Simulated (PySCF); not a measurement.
diphosphane (H4P2), SMILES PP. Geometry: PBE-D3(BJ)/def2-TZVP.

Computed with PBE-D3(BJ)/def2-TZVP in PySCF.

Harmonic wavenumbers (cm⁻¹): 92, 426, 606, 613, 837, 887, 1050, 1058, 2303, 2312, 2312, 2325. Rotational constants (GHz): 63.38, 5.727, 5.695; symmetry number 2.

Question: Work out the zero-point energy and the ideal-gas rigid-rotor harmonic-oscillator thermochemistry at 298.15 K and 1 atm.

Answer: ZPE = ½ Σ hcν = ½ × 14821 cm⁻¹ = 21.19 kcal/mol. H − E(el) = 24.52 kcal/mol. Entropy in cal/(mol K): translation 38.48, rotation 21.19, vibration 5.84, total 65.51. G − E(el) = 4.99 kcal/mol. Cp = 15.11 cal/(mol K). Modes under 150 cm⁻¹ make the vibrational entropy uncertain.
